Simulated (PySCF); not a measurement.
SnOCl, SMILES [O]=[Sn][Cl], multiplicity 2. Geometry optimised at PBE-D3(BJ)/def2-TZVP. The def2 effective core potentials stand for the cores of Sn; spin–orbit coupling is left out.

The numbers are results of PySCF 2.14.0 with PBE-D3(BJ)/def2-TZVP, not measurements.

Harmonic wavenumbers (cm⁻¹): 108, 322, 620. Rotational constants (GHz): 14.92, 2.636, 2.240; symmetry number 1.

Question: Work out the zero-point energy and the ideal-gas rigid-rotor harmonic-oscillator thermochemistry at 298.15 K and 1 atm.

Answer: ZPE = ½ Σ hcν = ½ × 1050 cm⁻¹ = 1.50 kcal/mol. H − E(el) = 4.66 kcal/mol. Entropy in cal/(mol K): translation 41.30, rotation 25.70, vibration 5.02, spin 1.38, total 73.41. G − E(el) = -17.22 kcal/mol. Cp = 12.51 cal/(mol K). Modes under 150 cm⁻¹ make the vibrational entropy uncertain.
